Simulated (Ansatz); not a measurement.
System: CH8P3Si (charge -1, singlet). It need not be the lowest isomer of its formula. Whether it binds its extra electron was not tested at this geometry. 
Geometry from a B3LYP-D3(BJ)/def2-TZVP (Ansatz, a quantum-chemistry and plane-wave program) optimisation:
```xyz
13

C      2.0260     0.6380    -0.2939
Si     0.2979    -0.0853     0.0575
P      0.1380    -1.9709     1.1016
P     -0.7068    -0.1075    -2.0134
P     -0.7187     1.7219     1.1005
H      2.6006    -0.0605    -0.9068
H      1.9780     1.6034    -0.8064
H      2.5602     0.7704     0.6504
H      0.9674    -1.4825     2.1641
H     -0.2877    -1.4157    -2.3845
H     -1.9649    -0.5587    -1.5364
H     -2.0455     1.2442     0.9553
H     -0.8215     2.6133    -0.0095
```
Charge -1, spin multiplicity 1.

Basis-set convergence of Hartree-Fock and CCSD correlation energies (hartree) with Ansatz. Valence correlation only, unless marked. No spin-orbit coupling. Non-relativistic.

```tsv
basis	functions	E(HF)	E(corr, CCSD)
aug-cc-pV(D+d)Z	223	-1353.74630	-0.75152
aug-cc-pV(T+d)Z	450	___	___
```

Task: Some entries are withheld; supply them.

Result: 
- aug-cc-pV(T+d)Z, E(HF): -1353.80026
- aug-cc-pV(T+d)Z, E(corr, CCSD): -0.88247
